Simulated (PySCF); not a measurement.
Structure elucidation problem

The spectra below were simulated for a compound C6H9ClSi.

1H NMR (300 MHz, computed): δ 5.75 (m, 1H), 5.60 (m, 1H), 2.99 (m, 1H), 2.89 (m, 1H), 2.47 (m, 1H), 1.37 (m, 1H), 1.30 (m, 1H), 1.02 (m, 1H), 0.74 (m, 1H).

13C{1H} NMR (computed): δ 144.6, 111.6, 51.3, 27.6, 11.9, 9.6.

[PySCF: coordinates at the GFN2-xTB level; NMR shieldings at PBE0/pcSseg-1/GIAO; in vacuum; single conformer; non-relativistic Hamiltonian]

References, each an isolated molecule treated in the same way: 1H (σref 31.72), 13C (σref 186.93) vs TMS.

Question: Which of these isomers gave the spectra?
A. C=C1C[C@@H]1[C@]1(Cl)C[SiH2]1
B. CC#C[Si@@H](Cl)C1CC1
C. C=C1C[Si@H]1C1(Cl)CC1
D. C=C1[SiH2][C@@H](Cl)/C1=C/C

Answer: A. 

Rings plus π bonds: 3 (2 rings in the answer). 6 carbon signals for 6 carbons: no two carbons are equivalent. Carbon types of the structure: 2 × C, 1 × CH, 3 × CH2, leaving 2 H on heteroatoms. δC 144.6: fully substituted alkene carbon; the olefinic region. δC 111.6: terminal =CH2 carbon; as expected for a trigonal carbon in a double bond. δC 51.3, 27.6, 11.9, 9.6: three-membered-ring carbon. δH 5.75, 5.60: hydrogen on a terminal =CH2 carbon; olefinic region. δH 2.47, 1.37, 1.30, 1.02, 0.74: hydrogen on a three-membered-ring carbon.

The others: CC#C[Si@@H](Cl)C1CC1 would give 7 signals for carbon-bound and other non-exchanging H, not 9; C=C1[SiH2][C@@H](Cl)/C1=C/C would give 7 signals for carbon-bound and other non-exchanging H, not 9; C=C1C[Si@H]1C1(Cl)CC1 has carbons computed at 148.9, 133.2, 33.1, 19.3, 14.3, 9.4, with a different DEPT pattern.

Carbons that carry Cl, above all several Cl atoms, come out too deshielded, partly because spin–orbit coupling is missing. Shifts are as computed. Against solution values, carbons near 30 ppm lie about +3 ppm off and those near 130 ppm about +5 ppm; carbons on Cl a further +6 ppm. Of 1309 compounds with measured shifts, 239 miss one by over three times the rms of a fit or turn the order of signals round; such compounds aren't used in these exercises. Multiplicities follow the n + 1 count of equivalent neighbours, as no J values were calculated; m marks all less simple cases, F and P coupling included.
